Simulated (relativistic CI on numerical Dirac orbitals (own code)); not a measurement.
Ni+ (3d9) in a crystal field

Calculated by Dirac-Coulomb-Breit CI, separate exchange-only KLI orbitals for each configuration, model QED (radiative potential, 1s self-energy scaled to tabulated hydrogen-like ionisation energies), valence Slater integrals scaled by 0.75, one configuration in a parametric crystal field (own radial code).

Field parameters in Wybourne normalisation: Oh B⁴₀ = 21Dq, B⁴₄ = √(5/14) B⁴₀. The field is a parameter set, without covalency.

S is read from ⟨S²⟩ = S(S + 1).

Levels (cm⁻¹, degeneracy): 0 (4), 10428 (2), 11317 (4).

(1) Which field gives this pattern?
A. Oh, 10Dq = 13450 cm⁻¹
B. Oh, 10Dq = 15400 cm⁻¹
C. Oh, 10Dq = 10950 cm⁻¹
D. Oh, 10Dq = 18000 cm⁻¹

## Answers

(1) C. Oh, 10Dq = 10950 cm⁻¹, ground level with S = 0.50.
